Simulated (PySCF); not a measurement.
PySCF 2.14 output of an unrestricted M06-L calculation on a single atom or ion in def2-SVP, with no relativity, point nucleus:

```
SCF conv_tol = 1e-09
number electrons alpha = 14  beta = 9
    Y. Zhao and D. G. Truhlar.,  J. Chem. Phys. 125, 194101 (2006)
    Y. Zhao and D. G. Truhlar.,  J. Chem. Phys. 125, 194101 (2006)
    Y. Zhao and D. G. Truhlar.,  Theor. Chem. Acc. 120, 215 (2008)
cycle= 1 E= -1149.94740708591  delta_E= -0.000299  |g|= 0.00222  |ddm|= 0.0204
cycle= 2 E= -1149.94740857339  delta_E= -1.49e-06  |g|= 0.00101  |ddm|= 0.00236
cycle= 3 E= -1149.94740904387  delta_E= -4.7e-07  |g|= 0.00011  |ddm|= 0.000886
cycle= 4 E= -1149.94740904874  delta_E= -4.86e-09  |g|= 4.28e-08  |ddm|= 8.32e-05
cycle= 5 E= -1149.94740904874  delta_E= 6.82e-13  |g|= 9.37e-11  |ddm|= 3.97e-08
converged SCF energy = -1149.94740904874  <S^2> = 8.7503434  2S+1 = 6.0001145
```

The run itself started from symmetry-adapted Hartree-Fock orbitals and held the occupation by maximum overlap, on a logarithmic radial grid, so the iterations belong to that start.

Task: Which element, charge and spin multiplicity is this?

Result: Mn²⁺ (manganese, charge +2), multiplicity 6; the state was [Ar] 3d5, high-spin 6S determinant.
